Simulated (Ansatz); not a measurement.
Geometry optimisation, Ansatz 0.2.0, RKS r2SCAN-D4/def2-SVP.

Input file:

```yaml
crystal:
  periodic: [false, false, false]
  atoms:
    - { symbol: B, position_ang: [-0.105977, -0.30962, -0.129122] }
    - { symbol: F, position_ang: [-0.089864, -0.697162, 1.151621] }
    - { symbol: O, position_ang: [1.029851, -0.393112, -0.855055] }
    - { symbol: H, position_ang: [1.779858, -0.727236, -0.342793] }
    - { symbol: H, position_ang: [-1.143936, -0.031107, -0.658133] }
    - { symbol: O, position_ang: [0.011704, 2.017312, 1.042159] }
    - { symbol: H, position_ang: [0.97001, 2.144504, 1.068325] }
    - { symbol: H, position_ang: [-0.139746, 1.341122, 1.741498] }
basis:
  gaussian: { orbitals: def2-SVP }
hamiltonian:
  xc: r2scan
  dispersion: d4
relax:
  f_tol: 0.03
  max_steps: 50
```

Launched with:

```bash
$ ansatz run input.yaml --threads 2 --pin off --max-ram 3072MiB --backend cpu --events-out ev --progress --plain --runs-dir out
```

Question: Where does it end, and by what steps?

Answer: The run converged. After 9 steps the energy has fallen by 0.060 eV; H7 moved furthest, 0.43 Å.

```csv
step,energy less start (eV),largest force component (eV/Å),accepted
0,0.0000,0.621,yes
1,-0.0106,0.872,yes
2,-0.0208,0.748,yes
3,-0.0363,0.579,yes
4,-0.0464,0.394,yes
5,-0.0537,0.205,yes
6,-0.0560,0.330,yes
7,-0.0588,0.176,yes
8,-0.0578,0.232,no
9,-0.0604,0.021,yes
```

```xyz
8
Properties=species:S:1:pos:R:3
B -0.124 -0.168 -0.052
F -0.205 -0.879 1.103
O 1.086 -0.150 -0.697
H 1.758 -0.613 -0.178
H -1.125 0.093 -0.664
O -0.021 1.694 0.950
H 0.871 1.967 0.688
H 0.072 1.401 1.869
```

Whether the end is a true minimum wasn't checked by a vibrational analysis.

Run time: 6.5 s on 2 threads of AMD EPYC 9R45 96-Core Processor (Zen 5) (shared host), peak memory 0.17 GiB.
